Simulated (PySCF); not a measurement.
**C$_{6}$H$_{6}$N$_{2}$: full NMR table**

| Item | Value |
| --- | --- |
| Formula | C6H6N2 |
| SMILES | C/C(=C/C#N)CC#N |
| Point group of the computed structure | C1 |
| Degrees of unsaturation | 5 |
| Carbon signals | 6 |
| Proton signals | 3 |

Structure with atom numbers: `[CH3:1]/[C:2](=[CH:3]/[C:4]#[N:5])[CH2:6][C:7]#[N:8]`. Hydrogens are named by the atom that carries them.

- structure optimised with GFN2-xTB
- σ from GIAO-PBE0/pcSseg-1
- program: PySCF 2.14.0 with density-fitted response routines
- a single conformation, relativity neglected, one averaged value for each set of equivalent atoms, no solvent model

Scale: ¹H (σ = 31.72 ppm), ¹³C (σ = 186.93 ppm) against TMS; NH3 for ¹⁵N (σ = 267.73 ppm) (reference shieldings calculated alike).

| carbon | δC, type | δH (multiplicity) | HMBC from (2–3 bonds) | span of the C tensor (ppm) |
| --- | --- | --- | --- | --- |
| C1 | 25.3, CH3 | 2.25 (s) | H(C3), H(C6) | 41 |
| C2 | 164.6, C | – | H(C3), H(C6), H(C1) | 264 |
| C3 | 106.2, CH | 5.43 (s) | H(C6), H(C1) | 156 |
| C4 | 120.6, C | – | H(C3) | 341 |
| C6 | 25.4, CH2 | 3.42 (s) | H(C3), H(C1) | 30 |
| C7 | 120.2, C | – | H(C6) | 340 |

Other nuclei:
```csv
atoms,nucleus,environment,δ (ppm),σ (ppm)
N5,¹⁵N,nitrile nitrogen,326.7,-58.9
N8,¹⁵N,nitrile nitrogen,303.9,-36.1
```

Carbon types of the structure: 3 × C, 1 × CH, 1 × CH2, 1 × CH3, which accounts for all hydrogens. δC 164.6: fully substituted alkene carbon; as expected for a trigonal carbon in a double bond. δC 120.6, 120.2: nitrile carbon; C≡N carbons fall here, among the sp2 signals but without a proton. δC 106.2: alkene CH; as expected for a trigonal carbon in a double bond. δH 5.43: hydrogen on an alkene CH; olefinic region. δH 2.25: hydrogen on an allylic methyl carbon; allylic position.

Shifts are as computed. Against solution values, carbons near 30 ppm lie about +3 ppm off and those near 130 ppm about +5 ppm. Of 1211 compounds with measured shifts, 218 miss one by over three times the rms of a fit or turn the order of signals round; such compounds aren't used in these exercises. Experimental scales use liquid or dissolved standards, which lie at an offset from isolated NH3 (liquid NH3: subtract about 20 ppm). Unscaled 15N shifts of sp2 nitrogen come out 20 to 40 ppm too high even then. No couplings were computed; multiplicities are counted from neighbouring protons, with m where these are inequivalent, close in shift, in a saturated or five-membered ring or joined by F or P, and br s for small geminal =CH2 splittings.
